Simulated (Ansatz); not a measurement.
A run for Ansatz (a first-principles code): U-SVWN5/def2-TZVPP on LiSi, 2S+1 = 4, a spin state set in the input, which need not be the lowest, a point of a bond scan (R = 2.372 Å).

Ansatz 0.2 input:
```yaml
crystal:
  periodic: [false, false, false]
  atoms:
    - {symbol: Li, position_ang: [0.00000000, 0.00000000, 0.00000000]}
    - {symbol: Si, position_ang: [0.00000000, 0.00000000, 2.37240400]}
basis:
  gaussian:
    orbitals: def2-TZVPP
    pivot_positions_ang: [[0.00000000, 0.00000000, 0.00000000], [0.00000000, 0.00000000, 2.37240400]]
hamiltonian:
  xc: {name: SVWN5}
magnetization: {spin_polarized: true, initial_magnetization: 3}
output: {forces: true, orbitals: {seedname: ./end}}
```

Output:

```
WARN ansatz: RAYON_NUM_THREADS=2 ignored (pool sized by the plan → 2); use --threads N
Functional definition: SVWN5
integrals: 0.01 GiB planned
433 factors; their error is unknown
mean field: 0.14 GiB planned
mean field evaluation 1: about -8043.3367 eV, gradient 1.0e1 eV
mean field evaluation 2: about -8042.5105 eV, gradient 1.4e1 eV
mean field evaluation 4: about -8044.4179 eV, gradient 1.2e0 eV
mean field evaluation 8: about -8044.4122 eV, gradient 3.8e-3 eV
mean field evaluation 16: about -8044.4122 eV, gradient 7.3e-6 eV
mean field -8044.41223718 eV, -295.6266970179 hartree, gradient 7.3e-6 eV, S^2 3.750418; 0 other end points of the search recorded, 0 dependent functions left out
the calculation of the forces begins
reference -8044.41226535 eV, -295.6266980532 hartree; 10, 7 occupied and 51, 54 virtual orbitals, 433 factors
Total energy: -8044.41226535 eV, -295.6266980532 hartree
Atom 0 at     0.000000     0.000000     0.000000 Å, force     0.000000     0.000000     0.077741 eV/Å
Atom 1 at     0.000000     0.000000     2.372404 Å, force    -0.000000    -0.000000    -0.077741 eV/Å
Dipole moment:    -0.000000     0.000000    -1.174643 e Å
```

The run converged.

Cost: about 0.6 core-seconds (a rough figure).
